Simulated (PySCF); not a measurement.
# A ladder for the ionisation energy of Tl²⁺

Tl²⁺ [Xe] 4f14 5d10 6s1 (2S) → Tl³⁺ [Xe] 4f14 5d10 (1S). Scalar values calculated with PySCF 2.14 in ANO-RCC-VTZP (spin-free X2C; valence: [Xe] 4f14 5d10 frozen; valence and next inner shell: [Kr] 4d10 4f14 frozen). The spin-orbit shift comes from two-component X2C-1e calculations (generalised Hartree-Fock, GHF, and MP2 on its spinors, GMP2) in x2c-TZVPall-2c: GMP2 gives 29.808 eV without and 29.836 eV with screened spin-orbit coupling, a shift of 0.028 eV (GHF: 0.024 eV). Sums use unrounded values; where a UHF row is shifted, it takes the GHF shift.

| method | scalar (eV) | plus spin-orbit shift (eV) | error (eV) |
| --- | --- | --- | --- |
| UHF | 28.179 | 28.202 | -1.650 |
| LDA | 30.755 | 30.783 | 0.931 |
| PBE | 30.324 | 30.352 | 0.500 |
| PBE0 | 29.967 | 29.995 | 0.143 |
| r2SCAN | 30.175 | 30.203 | 0.351 |
| MP2 (valence and next inner shell) | 29.873 | 29.901 | 0.049 |
| SCS-MP2 (valence and next inner shell) | 29.597 | 29.625 | -0.227 |
| CCSD (valence and next inner shell) | 29.551 | 29.579 | -0.273 |
| CCSD(T) (valence and next inner shell) | 29.638 | 29.666 | -0.186 |

Reference: 29.852 eV (measured; NIST Atomic Spectra Database, ionization energies).

The errors of the correlated levels include the incompleteness of the basis and the frozen core, so a lower level can come closer by cancellation.
